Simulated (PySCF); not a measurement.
I2, charge +1, doublet, geometry from GFN2-xTB (a state made from the parent by changing its charge; the spin is typed, not shown lowest) (all electrons, no relativity); HF/STO-3G (PySCF).

Here is a job for PySCF.
```python
from pyscf import gto, scf

mol = gto.Mole()
mol.atom = '''
    I    -0.00000000   -0.00000000   -1.31100831
    I     0.00000000    0.00000000    1.31100831
'''
mol.basis = 'sto-3g'
mol.charge = 1
mol.spin = 1
mol.verbose = 4
mol.build()

mf = scf.UHF(mol)
mf.diis_space = 2
mf.kernel()
```

What the program printed (banner, timings and long lists left out):

```
PySCF version 2.14.0

[INPUT] verbose = 4
[INPUT] num. atoms = 2
[INPUT] num. electrons = 105
[INPUT] charge = 1
[INPUT] spin (= nelec alpha-beta = 2S) = 1
[INPUT] symmetry False subgroup None
[INPUT] Mole.unit = angstrom
[INPUT] Symbol           X                Y                Z      unit          X                Y                Z       unit  Magmom
[INPUT]  1 I      0.000000000000   0.000000000000  -1.311008310000 AA    0.000000000000   0.000000000000  -2.477446652929 Bohr   0.0
[INPUT]  2 I      0.000000000000   0.000000000000   1.311008310000 AA    0.000000000000   0.000000000000   2.477446652929 Bohr   0.0

nuclear repulsion = 566.914326223561
number of shells = 22
number of NR pGTOs = 162
number of NR cGTOs = 54
basis = sto-3g
ecp = {}

******** <class 'pyscf.scf.uhf.UHF'> ********
method = UHF
initial guess = minao
damping factor = 0
level_shift factor = 0
DIIS = <class 'pyscf.scf.diis.CDIIS'>
diis_start_cycle = 1
diis_space = 2
diis_damp = 0
SCF conv_tol = 1e-09
SCF conv_tol_grad = None
SCF max_cycles = 50
direct_scf = True
direct_scf_tol = 1e-13
number electrons alpha = 53  beta = 52
Set gradient conv threshold to 3.16228e-05
init E= -13657.0332120147

cycle= 1 E= -13701.1297778579  delta_E= -44.1  |g|= 0.103  |ddm|= 1.79
cycle= 2 E= -13701.1327531931  delta_E= -0.00298  |g|= 0.00876  |ddm|= 0.0963
cycle= 3 E= -13701.132841662  delta_E= -8.85e-05  |g|= 0.00193  |ddm|= 0.0233
cycle= 4 E= -13701.1328494816  delta_E= -7.82e-06  |g|= 0.000676  |ddm|= 0.00731
cycle= 5 E= -13701.1328506347  delta_E= -1.15e-06  |g|= 0.000119  |ddm|= 0.00358
cycle= 6 E= -13701.1328506685  delta_E= -3.38e-08  |g|= 1.71e-05  |ddm|= 0.000634
cycle= 7 E= -13701.1328506691  delta_E= -5.62e-10  |g|= 2.98e-06  |ddm|= 8.25e-05
Extra cycle  E= -13701.1328506691  delta_E= -9.09e-12  |g|= 1.08e-06  |ddm|= 9.62e-06
converged SCF energy = -13701.1328506691  <S^2> = 0.75107167  2S+1 = 2.0010714
```
